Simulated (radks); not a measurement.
The numbers below are computed, except where a source is named.
I V, configuration [Kr] 4d10 5s2 5p1. Code: a radial shooting solver on a logarithmic mesh with Libxc functionals. Model: scalar-relativistic Kohn-Sham, PBE, spin-unpolarised, spherical densities, finite nucleus; Fermi nuclear charge, rms radius 4.75 fm.

Normalised radial functions P(r) = r R(r), r in bohr:

```
   r/bohr * 4s, o 4p, + 5s (the largest magnitude, 1.37, reaches the edge; | marks zero, & curves that meet)
  0.00127                             o+*
 0.001708                             o+*
 0.002314                             o+ *
 0.003112                             o+ *
 0.004183                             o + *
 0.005624                             |o+  *
 0.007562                             |o+   *
  0.01017                             |o +  *
  0.01378                             | o+  *
  0.01853                             | +o  *
  0.02491                             |+  *o
  0.03349                             &      o
  0.04502                         * + |        o
  0.06053                    *    +   |         o
  0.08203                   *     +   |       o
   0.1103                       *   + | o
   0.1483                       o     | +*
   0.1994                o            |    +       *
    0.268                o            |     +       *
   0.3604                           o + *
   0.4884            *        +       |              o
   0.6566  *                  +       |                        o
   0.8828       *                     +                      o
    1.187                  *          |           +o
    1.596                          *  |    o            +
    2.163                             *o            +
    2.908                             &     +
    3.909                             & +
    5.256                             &
    7.067                             &
    9.501                             &
```

4s: eigenvalue -225.68 eV, 3 radial nodes at r = 0.0339, 0.135, 0.372 bohr, <r> = 0.739 bohr, 90 % of the charge inside 1.07 bohr. 4p: eigenvalue -172.60 eV, 2 radial nodes at r = 0.120, 0.374 bohr, <r> = 0.791 bohr, 90 % of the charge inside 1.16 bohr. 5s: eigenvalue -57.495 eV, 4 radial nodes at r = 0.0338, 0.134, 0.358, 0.877 bohr, <r> = 1.78 bohr, 90 % of the charge inside 2.55 bohr.
